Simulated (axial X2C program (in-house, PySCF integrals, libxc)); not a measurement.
Spin–orbit effects down a group: molecules with Y (ions), PBE0

Computed with an in-house relativistic program for diatomic molecules, spin-free (one-electron X2C) or two-component (2c: spin–orbit coupling with atomic mean-field Coulomb and Gaunt terms, which also bring small scalar terms), in Dyall basis sets with cores contracted in-house; open shells are unrestricted.

Basis sets: H dyall-v3z, Li dyall-cv3z, Na dyall-cv3z, Y dyall-cv3z.

```tsv
molecule	spin-free state	Re (Å)	ωe (cm⁻¹)	De (eV)	2c state	Re 2c (Å)	ωe 2c (cm⁻¹)	De 2c (eV)
YH⁺	M_S = 1/2, Λ = 0	1.860	1687.0	n/a	Ω = 1/2	1.860	1686.9	n/a
LiY⁺	M_S = 1/2, Λ = 0	3.215	260.4	1.42	Ω = 1/2	3.215	260.4	n/a
NaY⁺	M_S = 1/2, Λ = 0	3.517	134.3	1.09	Ω = 1/2	3.516	134.3	n/a
```

Work out the shifts from the spin-free to the two-component result.



```tsv
molecule	2c state	ΔRe (Å)	Δωe (cm⁻¹)	ΔDe (eV)
YH⁺	Ω = 1/2	0.000	-0.1	n/a
LiY⁺	Ω = 1/2	0.000	0.0	n/a
NaY⁺	Ω = 1/2	-0.001	0.0	n/a
```

Shifts of one unit in the last digit are rounding.

Fragments in 2c: Y+ + H, Y + Li+, Y + Na+. Each entry is the lowest single determinant of a limited PBE0 search at one distance. De goes to single-determinant-based atoms at the same level (for ions the charge split of lowest energy) and is withheld (n/a) where an atom does not fit its ground term or J level. Main or longest-lived isotopes. One determinant is a doubtful description, or other states lie close, for YH⁺, LiY⁺, NaY⁺; these need not be ground states, and all values refer to the states named. The functionals have no current term, which raises determinants with orbital currents.
